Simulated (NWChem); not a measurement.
# MgCl, doublet; SMILES [Mg][Cl]

Results from NWChem. Spin-unrestricted. Structure relaxed at the PBE0-D3(BJ)/def2-TZVP, spin-unrestricted level. This spin state was assumed; another may lie lower. No stability test was run on the SCF state. Level PBE/def2-SVP: energy and gradient on several grids; changes count from the extra-fine grid, which is no exact limit either.

Task: Which is the coarsest grid (xfine; medium; fine; coarse; xcoarse) from which on the energy stays within 500 μHa and each gradient component within 500 μHa/bohr of xfine?

Result: xcoarse.
```
grid     size of the energy change (μHa)  largest change of a gradient component (μHa/bohr)
-------  -------------------------------  -------------------------------------------------
xcoarse                               20                                               < 30
coarse                              < 10                                               < 30
medium                              < 10                                               < 30
fine                                < 10                                               < 30
xfine                               < 10                                               < 30
```
